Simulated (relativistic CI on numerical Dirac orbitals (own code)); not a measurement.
## Spin-allowed bands of a d2 ion in an octahedral site, by hand

Problem. Take Δ = 14700 cm⁻¹ and B = 850 cm⁻¹ for a d2 ion in an octahedral site. Calculate the three spin-allowed bands.

Working.
1. The terms of highest spin are 3F (energy 0) and 3P (15B = 12750 cm⁻¹). Here the F term splits into A2 at +1.2Δ = 17640, T2 at +0.2Δ = 2940 and T1 at −0.6Δ = -8820 cm⁻¹.
2. The two T1 states mix through the element 0.4Δ: H = [[-8820, 5880], [5880, 12750]], with roots ½(H₁₁ + H₂₂) ∓ ½√[(H₂₂ − H₁₁)² + 4H₁₂²] = ½(3930) ∓ ½(24568) = -10319 and 14249 cm⁻¹.
3. The ground term is 3T1 at -10319 cm⁻¹.
4. Bands: 3T2 13259 cm⁻¹ (754 nm), 3T1(P) 24568 cm⁻¹ (407 nm), 3A2 27959 cm⁻¹ (358 nm).

Check. Exact diagonalisation of the whole d2 shell with these parameters gives 3T2 13259, 3T1 24568, 3A2 27959 cm⁻¹. The match is exact, since without spin-orbit coupling no other term has this spin. The ratio of the second band to the first, 1.853, depends on Δ/B = 17.3 alone, which is how a Tanabe-Sugano diagram is read.
